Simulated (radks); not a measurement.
Isoelectronic series with 4 electrons, all held in the configuration [He] 2s2, which need not be the ground one along the series. Calculated with a radial shooting solver on a logarithmic mesh with Libxc functionals: Dirac Kohn-Sham, PBE, spin-unpolarised, spherical densities, point nucleus. Total energies (hartree) and orbital eigenvalues (eV) (* marks an orbital that is empty in some or all of the ions):

\begin{tabular}{lrrrrr}
ion & E (hartree) & 2p3/2* & 2p1/2* & 2s1/2 & 1s1/2 \\ \hline
Ag43+ & -2775.19760 & -6690.882 & -6899.482 & -7013.702 & -29319.88 \\
In45+ & -3028.61290 & -7313.995 & -7563.488 & -7683.872 & -32028.90 \\
Sb47+ & -3294.37679 & -7965.419 & -8261.807 & -8388.520 & -34870.49 \\
I49+ & -3572.72690 & -8645.257 & -8995.183 & -9128.400 & -37847.05 \\
Cs51+ & -3863.9184 & -9353.618 & -9764.413 & -9904.324 & -40961.18 \\
La53+ & -4168.2254 & -10090.62 & -10570.35 & -10717.16 & -44215.66 \\
Pr55+ & -4485.9424 & -10856.37 & -11413.93 & -11567.85 & -47613.48 \\
Pm57+ & -4817.3858 & -11651.01 & -12296.12 & -12457.41 & -51157.85 \\
Eu59+ & -5162.8964 & -12474.65 & -13218.02 & -13386.91 & -54852.22 \\
Tb61+ & -5522.8405 & -13327.44 & -14180.76 & -14357.54 & -58700.32 \\
Ho63+ & -5897.6134 & -14209.52 & -15185.59 & -15370.55 & -62706.14 \\
Tm65+ & -6287.6412 & -15121.03 & -16233.86 & -16427.33 & -66874.00 \\
Lu67+ & -6693.3843 & -16062.13 & -17327.02 & -17529.34 & -71208.56 \\
Ta69+ & -7115.3410 & -17032.96 & -18466.63 & -18678.18 & -75714.87 \\
Re71+ & -7554.0510 & -18033.71 & -19654.41 & -19875.61 & -80398.38 \\
Ir73+ & -8010.1004 & -19064.53 & -20892.22 & -21123.50 & -85265.01 \\
Au75+ & -8484.1268 & -20125.60 & -22182.06 & -22423.92 & -90321.20 \\
Tl77+ & -8976.8252 & -21217.10 & -23526.15 & -23779.11 & -95573.96 \\
Bi79+ & -9488.9553 & -22339.22 & -24926.90 & -25191.54 & -101031.0 \\
\end{tabular}
